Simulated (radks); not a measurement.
Values are calculated unless marked as measured or tabulated.
As+, 32 electrons, occupied as [Ar] 3d9 4s2 4p2 5s1 (not the ground configuration).

Code: a radial shooting solver on a logarithmic mesh with Libxc functionals. Model: scalar-relativistic Kohn-Sham, BLYP, spin-polarised, spherical densities, finite nucleus; open shells are filled with parallel spins first; Fermi nuclear charge, rms radius 4.0968 fm.

Energy parts (hartree):
total: -2259.00638
kinetic: 2302.72974
electron-nucleus: -5415.80540
Hartree: 937.10275
exchange-correlation: -83.03347

Orbitals (lengths in bohr, moments of r in powers of bohr):
orbital  occ.  eigenvalue (hartree)   <1/r>
1s up       1             -431.8438   33.47
1s down     1             -431.8383   33.47
2s up       1             -55.76105   7.366
2s down     1             -55.72467   7.369
2p up       3             -49.03582   7.220
2p down     3             -49.00580   7.222
3s up       1              -8.00066   2.406
3s down     1              -7.93888   2.403
3p up       3              -5.91480   2.259
3p down     3              -5.85308   2.256
3d up       5              -2.48251   1.965
3d down     4              -2.41830   1.963
4s up       1              -1.14277  0.7628
4s down     1              -1.06847  0.7609
4p up       2              -0.71835  0.6396
4p down     0              -0.64887  0.6296
4d up       0              -0.22236  0.3639
5s up       1              -0.26497  0.2836
5p up       0              -0.17875  0.2327

The highest occupied level is 5s up at -7.210 eV. The configuration is held as typed, so some empty levels lie below it. The spin density at the nucleus is 4.152 e/bohr^3 (1s -0.224, 2s -1.141, 3s 0.899, 4s -0.002, 5s 4.620).
